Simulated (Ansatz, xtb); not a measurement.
# Ranking isomers of C4H6O3Si

3 gas-phase structures of C4H6O3Si, from a drawn sample of its isomers (lower ones may exist). Each was relaxed with GFN2-xTB:

A. `O=C1C[SiH2]OC(=O)C1`, a singlet
B. `O=C1CCC(=O)[SiH2]O1`, a singlet
C. `O=C1OC=C[C@@H]1O[SiH3]`, a singlet

Problem. Which do you expect lowest at r2SCAN-D4/def2-SVP, and how would the others follow?

Solution. Calculated order at r2SCAN-D4/def2-SVP: A (0.0), B (11.7), C (36.7) kcal/mol.

Energies above the lowest of each column, in kcal/mol; the last columns are at B3LYP-D3(BJ)/def2-SVP geometries and were run for some of them only (a dash: not run or not comparable):

```tsv
structure	GFN2-xTB	HF/STO-3G	r2SCAN-D4/def2-SVP	B3LYP-D3(BJ)/def2-SVP	CCSD(T)/def2-SVP + ΔMP2/def2-TZVPP
A	0.0	0.0	0.0	0.0	0.0
B	10.8	4.4	11.7	10.7	11.4
C	10.2	31.4	36.7	–	–
```

Every level run on A puts it lowest or level with the lowest. Some further structures that were screened fall inside this span and aren't listed. Flexible structures stand in one conformer each, not always the lowest. Frequencies (GFN2-xTB) were run for A, B alone. ΔMP2 is the change of the MP2 energy from the smaller to the larger basis.

Programs: Ansatz 0.2.0, xtb 6.7.1.
